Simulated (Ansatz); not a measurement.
C2H5FOSi can be A, `F[SiH2]C1CO1`, or B, `C=C(F)O[SiH3]`.

Gas-phase electronic energies from Ansatz, PBE0-D4/def2-TZVP geometries. CBS: MP2 limit from def2 TZ/QZ plus the TZ coupled-cluster correction, frozen cores. DFT in def2-TZVPP. B3LYP here is the variant with VWN-RPA as its local correlation; programs differ in this. One conformer a species, not always the lowest.

**Question.** Which is lower in electronic energy at CCSD(T)/CBS, and by how much? (Best estimate.)

**Answer.** The calculation gave: A, by 6.8 kcal/mol.

**Question.** Give E(B) − E(A) in kcal/mol with B3LYP-D4, PBE0-D4, B3LYP, ωB97M-V, HF/def2-TZVPP, CCSD/def2-TZVPP, PBE-D4. (Estimate.)

**Answer.** Computed: B3LYP-D4 2.4, PBE0-D4 6.2, B3LYP 2.4, ωB97M-V 4.9, HF/def2-TZVPP 0.0, CCSD/def2-TZVPP 5.6, PBE-D4 5.8. None reverses the order clearly.

Largest T1 diagnostic: 0.012.

In def2-TZVPP, CCSD(T) changes the Hartree–Fock value by +5.8 kcal/mol (the triples alone add +0.1 kcal/mol) and MP2 by +8.6 kcal/mol.
